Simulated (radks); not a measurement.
Q: Neutral lutetium, configuration [Xe] 4f14 5d1 6s1 6p1 (not the ground configuration). Calculated with a radial shooting solver on a logarithmic mesh with Libxc functionals: non-relativistic Kohn-Sham, LDA (Slater exchange, Perdew-Wang correlation), spin-unpolarised, spherical densities, point nucleus; relativity is left out, which matters for an element this heavy. Some entries of the table are withheld. Estimate them.

orbital,occ.,eigenvalue (Ry),r(max) (bohr),<r^2> (bohr^2)
1s,2,-4293.861,0.01417,0.0006095
2s,2,-698.8700,0.07730,0.009580
2p,6,(1),0.06002,0.007091
3s,2,-157.0135,0.2132,0.06063
3p,6,(2),0.2011,0.05622
3d,10,-117.2747,0.1589,0.04400
4s,2,-30.25556,0.4819,0.3026
4p,6,(3),0.4838,0.3159
4d,10,-14.31553,0.4830,0.3513
5s,2,-3.83278,(4),(5)
5p,6,-2.31174,1.241,2.381
4f,14,-1.22488,0.4599,0.6264
6s,1,-0.36063,3.257,16.83
5d,1,-0.27899,1.767,7.942
6p,1,-0.15165,4.258,30.51

A: 
(1) 2p eigenvalue (Ry): -668.7508
(2) 3p eigenvalue (Ry): -143.1663
(3) 4p eigenvalue (Ry): -24.59063
(4) 5s r(max) (bohr): 1.136
(5) 5s <r^2> (bohr^2): 1.846
